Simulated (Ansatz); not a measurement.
Ansatz (a first-principles code) input:

Ansatz 0.2 input:
```yaml
crystal:
  periodic: [false, false, false]
  atoms:
    - {symbol: Zr, position_ang: [0.07446506, -0.07236813, -0.20282973]}
    - {symbol: O, position_ang: [-1.49230211, -1.09595981, 0.28799239]}
    - {symbol: F, position_ang: [-0.41547649, 1.70427544, -0.38944681]}
    - {symbol: F, position_ang: [1.41101142, -0.40845280, 1.03491903]}
basis:
  gaussian:
    orbitals: def2-TZVPD
hamiltonian:
  xc: {name: r2SCANh}
total_charge: 1
magnetization: {spin_polarized: true, initial_magnetization: 1}
output: {forces: true}
```

Problem. Predict the final energy.

Solution. -321.78769 Eh (r2SCANh/def2-TZVPD). The basis has 160 functions.

The spin state was set by rule; other spins were not relaxed.
